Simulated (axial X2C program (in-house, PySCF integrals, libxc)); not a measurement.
## How long does BeAu⁻ take?

A bond scan computed with an in-house all-electron X2C program for linear molecules (integrals from PySCF). Basis: Au dyall-acv3z [14s15p10d6f4g], Be dyall-av3z [9s9p4d2f] (cores contracted in-house).

The run was started with this input:
```json
{"zs": [79, 4], "q": -1, "bas": ["dyall-acv3z", "dyall-av3z"], "levels": ["PBE0", "HF", "r2SCAN"], "cc": true, "r0": 2.26, "thr": -2.0, "nmax": 90, "npts": 10, "nst": 2, "ntry": 6}
```
```bash
python so2c.py task.json out
```

Keys: zs atomic numbers; q charge; bas basis sets; levels methods; cc coupled cluster on or off; r0 starting distance in Å; thr threshold in hartree for freezing inner shells (an s shell follows its p shell); nmax most natural virtual spinors; npts points on the curve; nst determinants followed; ntry starts of the search. HF also brings MP2.

Hardware: 1 thread of Arm Neoverse V1, with other jobs on the host.

Wall time of one point of each curve, integrals apart:

```tsv
Hamiltonian	level	points	seconds a point
spin-free	PBE0	10	0.58
spin-free	HF	10	0.36
spin-free	CCSD(T) (14 electrons, 90 virtuals)	7	6.6
spin-free	r2SCAN	10	0.87
2c	PBE0	10	0.91
2c	HF	10	0.73
2c	CCSD(T) (14 electrons, 90 virtuals)	7	7.1
2c	r2SCAN	10	0.9
```

The rest:

Search with its distance optimisation 64 s, atoms 39 s, whole task 270 s. Coupled cluster runs on the points near the minimum only. The program drops outer points, and coupled cluster, when its time limit (not in the input) nears; MP2, further determinants and curves that did not converge are not in the table.
